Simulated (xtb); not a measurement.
C₄H₅, charge -1, singlet, geometry from GFN2-xTB; GFN2-xTB with ALPB(ether) (xtb 6.7.1).

The xtb input:
```
$ xtb mol.xyz --gfn 2 --chrg -1 --alpb ether --json

# file mol.xyz
9

C      0.01838829     1.09261235     0.31793151
C      0.04322136    -1.09887314     0.29296768
C      0.86364242     0.01454600    -0.41782223
C     -0.64697488    -0.00242694    -0.43053395
H     -0.11541859     1.12684033     1.41520083
H     -0.00676947     2.10157076    -0.11435886
H     -0.08949244    -1.16110732     1.38913817
H      0.04081885    -2.09803459    -0.16219775
H     -1.49880154    -0.00441880    -1.10304047
```

Task: Write the output that xtb gives for this input, abridged.

Result: 
```
   ID    Z sym.   atoms
    1    6 C      1-4
    2    1 H      5-9

           -------------------------------------------------
          |                Calculation Setup                |
           -------------------------------------------------

           -------------------------------------------------
          |                 G F N 2 - x T B                 |
           -------------------------------------------------

      * Solvation model:               ALPB
        Solvent                        ether
        Parameter file                 internal GFN2-xTB/ALPB
        Dielectric constant                4.3300E+00
        Reference state                gsolv [1 M gas/solution]
        Free energy shift                  4.9534E-03 Eh       3.1083E+00 kcal/mol
        Temperature                        2.9815E+02 K
        Density                            7.1300E-01 kg/L
        Solvent mass                       7.4120E+01 g/mol
        Interaction kernel             P16
        Born radius scaling (c1)           1.5847E+00
        Born radii integrator          GBOBC
        Born offset                        0.0000E+00 a0       0.0000E+00 AA
        H-bond correction              true
        Ion screening                  false
        Surface tension                    1.0000E-05 Eh       1.5569E+01 dyn/cm
        Grid points                               230 per atom

          ...................................................
          :                      SETUP                      :
          :.................................................:
          :  # basis functions                  21          :
          :  # atomic orbitals                  21          :
          :  # shells                           13          :
          :  # electrons                        22          :
          :  max. iterations                   250          :
          :  Hamiltonian                  GFN2-xTB          :
          :  restarted?                      false          :
          :  GBSA solvation                   true          :
          :  PC potential                    false          :
          :  electronic temp.          300.0000000     K    :
          :  accuracy                    1.0000000          :
          :  -> integral cutoff          0.2500000E+02      :
          :  -> integral neglect         0.1000000E-07      :
          :  -> SCF convergence          0.1000000E-05 Eh   :
          :  -> wf. convergence          0.1000000E-03 e    :
          :  Broyden damping             0.4000000          :
          :  net charge                         -1          :
          :  unpaired electrons                  0          :
          ...................................................

 iter      E             dE          RMSdq      gap      omega  full diag
   1    -11.3027628 -0.113028E+02  0.370E+00    6.69       0.0  T
   2    -11.3509165 -0.481537E-01  0.297E+00    6.11       1.0  T
   3    -11.3676144 -0.166979E-01  0.156E+00    6.46       1.0  T
   4    -11.3680477 -0.433295E-03  0.288E-01    6.66       1.0  T
   5    -11.3681562 -0.108434E-03  0.142E-01    6.69       1.0  T
   6    -11.3681813 -0.250840E-04  0.620E-02    6.70       1.0  T
   7    -11.3681715  0.975060E-05  0.420E-02    6.71       1.0  T
   8    -11.3681868 -0.153120E-04  0.867E-03    6.71       3.8  T
   9    -11.3681860  0.839620E-06  0.120E-02    6.71       2.8  T
  10    -11.3681871 -0.113187E-05  0.370E-04    6.71      90.2  T
  11    -11.3681871 -0.805141E-09  0.252E-05    6.71    1322.9  T
  12    -11.3681871  0.129319E-11  0.182E-05    6.71    1833.1  T

   *** convergence criteria satisfied after 12 iterations ***

         :::::::::::::::::::::::::::::::::::::::::::::::::::::
         ::                     SUMMARY                     ::
         :::::::::::::::::::::::::::::::::::::::::::::::::::::
         :: total energy             -11.215028084384 Eh    ::
[...]
         6        2.0000           -0.4020311             -10.9398
         7        2.0000           -0.3605801              -9.8119
         8        2.0000           -0.3547303              -9.6527
         9        2.0000           -0.3081123              -8.3842
        10        2.0000           -0.2642375              -7.1903
        11        2.0000           -0.2349194              -6.3925 (HOMO)
        12                          0.0116679               0.3175 (LUMO)
        13                          0.1034515               2.8151
        14                          0.1535878               4.1793
        15                          0.1918565               5.2207
        16                          0.1948490               5.3021
        17                          0.2667654               7.2591
        18                          0.2947023               8.0193
        19                          0.3556821               9.6786
        20                          0.3763037              10.2397
        21                          0.5418563              14.7447
      -------------------------------------------------------------
                  HL-Gap            0.2465872 Eh            6.7100 eV
             Fermi-level           -0.1116257 Eh           -3.0375 eV

     #   Z          covCN         q      C6AA      α(0)
     1   6 C        3.947    -0.033    21.089     6.526
     2   6 C        3.947    -0.033    21.089     6.526
     3   6 C        2.920    -0.351    38.077    10.119
     4   6 C        3.857    -0.044    21.326     6.568
     5   1 H        0.922    -0.113     6.031     3.841
     6   1 H        0.923    -0.098     5.493     3.665
     7   1 H        0.922    -0.113     6.031     3.841
     8   1 H        0.923    -0.098     5.493     3.665
     9   1 H        0.925    -0.117     6.215     3.898

 Mol. C6AA /au·bohr⁶  :       1024.885795
 Mol. C8AA /au·bohr⁸  :      22265.880103
 Mol. α(0) /au        :         48.648096

Wiberg/Mayer (AO) data.
largest (>0.10) Wiberg bond orders for each atom

 ---------------------------------------------------------------------------
     #   Z sym  total        # sym  WBO       # sym  WBO       # sym  WBO
 ---------------------------------------------------------------------------
     1   6 C    3.885 --     4 C    0.997     6 H    0.971     5 H    0.953
                             3 C    0.934
     2   6 C    3.885 --     4 C    0.997     8 H    0.971     7 H    0.953
                             3 C    0.934
     3   6 C    2.829 --     1 C    0.934     2 C    0.934     4 C    0.906
     4   6 C    3.871 --     2 C    0.997     1 C    0.997     9 H    0.953
                             3 C    0.906
     5   1 H    0.987 --     1 C    0.953
     6   1 H    0.990 --     1 C    0.971
     7   1 H    0.987 --     2 C    0.953
     8   1 H    0.990 --     2 C    0.971
     9   1 H    0.986 --     4 C    0.953
 ---------------------------------------------------------------------------

Topologies differ in total number of bonds
Writing topology from bond orders to xtbtopo.mol

molecular dipole:
                 x           y           z       tot (Debye)
 q only:       -0.153      -0.001      -0.026
   full:       -0.996      -0.015       0.352       2.687
molecular quadrupole (traceless):
                xx          xy          yy          xz          yz          zz
 q only:        1.446       0.045      -2.257      -0.254      -0.038       0.810
  q+dip:       -0.837      -0.019      -0.668       1.506      -0.008       1.506
   full:       -1.334      -0.033      -0.137       1.684       0.001       1.471

           -------------------------------------------------
          | TOTAL ENERGY              -11.215028084384 Eh   |
          | GRADIENT NORM               0.003585635474 Eh/α |
          | HOMO-LUMO GAP               6.709980287207 eV   |
           -------------------------------------------------

normal termination of xtb
```
